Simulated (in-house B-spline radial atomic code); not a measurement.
**Solving the quasi-particle equation for 5d up of the thallium ion Tl⁸⁺**

Configuration [Xe] 4f14 5d5, highest spin, start PBE; correlation leaves out the 6 deepest shells. Computed with an all-electron radial atomic-structure program (B-spline basis): all electrons, scalar-relativistic (spin-free one-electron X2C), finite nucleus, each spin shell either full or empty, empty states to l = 9 with an (l + 1/2)⁻⁴ tail; G0W0 by contour deformation at full frequency.

At the mean-field level ε = -130.069 eV the matrix elements are Σx = -45.753 eV, v_xc = -35.935 eV and Σc(ε) = -0.665 eV, and the slope of the correlation self-energy is dΣc/dω = -0.0272. The quasi-particle energy solves E = ε + Σx − v_xc + Σc(E).

**Question.** What does the linearised equation give?

**Answer.** Z = 1/(1 − dΣc/dω) = 1/1.0272 = 0.9735. The first-order shift is Σx − v_xc + Σc(ε) = -45.753 − (-35.935) + (-0.665) = -10.483 eV, so E ≈ ε + Z × shift = -130.069 + 0.9735 × (-10.483) = -140.274 eV.

**Question.** How does that compare with the full solution and with static screening?

**Answer.** Solving the equation at full frequency dependence gives E = -140.261 eV, where Σc = -0.375 eV and the weight is 0.971; the linearised value is off by 13 meV. Leaving Z out would give -140.552 eV. Static COHSEX puts -3.193 eV in place of Σc and gives -143.080 eV, 2.82 eV deeper.
